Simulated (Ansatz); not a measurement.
Ansatz (a quantum-chemistry and plane-wave program) input (CCSD(T)/aug-cc-pV(D+d)Z):
A basis named .json is the Basis Set Exchange file of that set.

Ansatz 0.2 input:
```yaml
crystal:
  periodic: [false, false, false]
  atoms:
    - {symbol: Si, position_ang: [0.78719875, 0.59393854, -0.30307161]}
    - {symbol: C, position_ang: [1.48944013, -0.97457061, -0.58849572]}
    - {symbol: F, position_ang: [1.33899123, 1.71366736, 0.79757253]}
    - {symbol: N, position_ang: [-0.84116281, 0.36860948, 0.31974756]}
    - {symbol: Si, position_ang: [-1.66101570, -1.10240287, 0.02395392]}
    - {symbol: H, position_ang: [0.77617160, 1.44498153, -1.53716733]}
    - {symbol: H, position_ang: [2.16848524, -1.12854320, -1.42309018]}
    - {symbol: H, position_ang: [1.55431300, -1.73862849, 0.18178005]}
    - {symbol: H, position_ang: [-1.28824382, 1.06625982, 0.89627310]}
    - {symbol: H, position_ang: [-3.03942368, -0.91640163, 0.61254994]}
    - {symbol: H, position_ang: [-1.14523010, -2.32492633, 0.69606618]}
    - {symbol: H, position_ang: [-1.89205725, -1.44008997, -1.40417536]}
basis:
  gaussian:
    orbitals: aug-cc-pV_D+d_Z.json
total_charge: -1
magnetization: {spin_polarized: false}
correlation: {method: ccsd_t, electrons: outside_noble_gas}
output: {forces: true}
```

Output:

```
Functional definition: HF
integrals: 0.95 GiB planned
1956 factors; integrals over basis functions are off by at most 6.7e-4 eV
mean field: 1.24 GiB planned
mean field evaluation 1: about -21052.8012 eV, gradient 3.8e1 eV
mean field evaluation 2: about -21052.8698 eV, gradient 3.8e1 eV
mean field evaluation 4: about -21056.7630 eV, gradient 4.0e0 eV
mean field evaluation 8: about -21056.8262 eV, gradient 2.7e-1 eV
mean field evaluation 16: about -21052.8014 eV, gradient 3.8e1 eV
mean field -21056.82655736 eV, -773.8241031532 hartree, gradient 1.8e-6 eV, S^2 0.000000; 0 other end points of the search recorded, 0 dependent functions left out
13 core orbitals not correlated
reference -21056.82655736 eV, -773.8241031532 hartree; 16, 16 occupied and 167, 167 virtual orbitals, 1956 factors
densities: 5.57 GiB planned
second order -20.90482056 eV of doubles, -0.00000000 eV of singles
coupled cluster: 2.84 GiB planned
cycle   1  -21.61752289 eV  change   -7.1e-1 eV  update   1.2e-1
cycle   2  -22.18324389 eV  change   -5.7e-1 eV  update   3.4e-2
cycle   3  -22.32963027 eV  change   -1.5e-1 eV  update   1.9e-2
cycle   4  -22.32470365 eV  change    4.9e-3 eV  update   4.7e-3
cycle   5  -22.32126649 eV  change    3.4e-3 eV  update   2.5e-3
cycle   6  -22.32164737 eV  change   -3.8e-4 eV  update   9.4e-4
cycle   7  -22.32178577 eV  change   -1.4e-4 eV  update   4.8e-4
cycle   8  -22.32163944 eV  change    1.5e-4 eV  update   2.0e-4
cycle   9  -22.32162006 eV  change    1.9e-5 eV  update   8.3e-5
cycle  10  -22.32168324 eV  change   -6.3e-5 eV  update   3.8e-5
cycle  11  -22.32165050 eV  change    3.3e-5 eV  update   1.8e-5
cycle  12  -22.32164942 eV  change    1.1e-6 eV  update   8.9e-6
cycle  13  -22.32165308 eV  change   -3.7e-6 eV  update   4.1e-6
cycle  14  -22.32165290 eV  change    1.8e-7 eV  update   1.8e-6
perturbative correction -0.72712485 eV, -0.0267213455 hartree
the calculation of the forces begins
Total energy: -21079.87533511 eV, -774.6711301127 hartree
Atom 0 at     0.787199     0.593939    -0.303072 Å, force     0.031436     0.149376    -0.509183 eV/Å
Atom 1 at     1.489440    -0.974571    -0.588496 Å, force    -0.081481    -0.167000    -0.101706 eV/Å
Atom 2 at     1.338991     1.713667     0.797573 Å, force     0.204336     0.497998     0.496868 eV/Å
Atom 3 at    -0.841163     0.368609     0.319748 Å, force     0.082772     0.287758     0.120594 eV/Å
Atom 4 at    -1.661016    -1.102403     0.023954 Å, force    -0.421792    -0.512521    -0.048156 eV/Å
Atom 5 at     0.776172     1.444982    -1.537167 Å, force     0.008866     0.061176    -0.106118 eV/Å
Atom 6 at     2.168485    -1.128543    -1.423090 Å, force     0.356755    -0.049368    -0.428000 eV/Å
Atom 7 at     1.554313    -1.738628     0.181780 Å, force     0.005698    -0.409384     0.410568 eV/Å
Atom 8 at    -1.288244     1.066260     0.896273 Å, force    -0.175624     0.264945     0.216221 eV/Å
Atom 9 at    -3.039424    -0.916402     0.612550 Å, force    -0.088438     0.005131     0.031788 eV/Å
Atom 10 at    -1.145230    -2.324926     0.696066 Å, force     0.077933    -0.103426     0.053471 eV/Å
Atom 11 at    -1.892057    -1.440090    -1.404175 Å, force    -0.000459    -0.024685    -0.136346 eV/Å
Dipole moment:    -0.655994     0.229208     0.270177 e Å
```

It need not be the lowest isomer of its formula. Whether it binds its extra electron was not tested at this geometry.
